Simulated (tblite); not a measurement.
C$_{3}$H$_{9}$Al (SMILES [CH3][Al]([CH3])[CH3]), singlet, geometry from GFN2-xTB (such geometries of metal compounds can be far from the true shape); tblite with IPEA1-xTB.

Here is a job for tblite.
```
$ tblite run mol.xyz --method ipea1 --charge 0 --spin 0 --json tblite.json --no-restart

# file mol.xyz
13

Al     0.01377557     0.00536366     0.00111920
C     -1.36712124    -1.42328928    -0.17712821
H     -1.44959113    -1.80169766    -1.20166716
H     -2.36933356    -1.07452599     0.09435791
H     -1.15117922    -2.28740004     0.46050578
C     -0.16027256     1.69622682    -1.04309429
H      0.69676512     1.87264152    -1.70193712
H     -0.23101461     2.58097547    -0.40129179
H     -1.05181885     1.69770984    -1.67955486
C      1.56875030    -0.25747259     1.22286490
H      2.24081454     0.60750024     1.22724421
H      2.17645426    -1.12614197     0.94751257
H      1.26311707    -0.42359105     2.26146089
```

Write the output that tblite gives for this input, abridged.


```
xTB calculator
 | screened Coulomb repulsion
 | Coulomb electrostatics
 |  * isotropic Klopman-Ohno-Mataga-Nishimoto electrostatics
 |  * onsite third-order electrostatics
 | DFT-D3(BJ) dispersion correction

halogen bonding energy    0.0000000000000E+00 Eh
repulsion energy          2.3400734617162E-01 Eh
dispersion energy        -3.4342387445027E-03 Eh
number of electrons       2.4000000000000E+01 e
integral cutoff           4.0000000000000E+01 bohr

------------------------------------------------------------
  cycle        total energy    energy error   density error
------------------------------------------------------------
      1     -13.44906876792  -1.3679642E+01   5.1533948E-01
      2     -13.52444914910  -7.5380381E-02   2.4539667E-01
      3     -13.51398419062   1.0464958E-02   1.6138924E-01
      4     -13.54960281413  -3.5618624E-02   9.7565734E-04
      5     -13.54960453937  -1.7252453E-06   4.6980513E-04
      6     -13.54960455664  -1.7267094E-08   1.8910437E-04
      7     -13.54960457164  -1.4999131E-08   1.3885279E-05
------------------------------------------------------------

electronic energy        -1.3780177679066E+01 Eh
total energy             -1.3549604571638E+01 Eh

Post processing:
 | Mayer-Wiberg bond orders

[Info] JSON dump of results written to 'tblite.json'
```
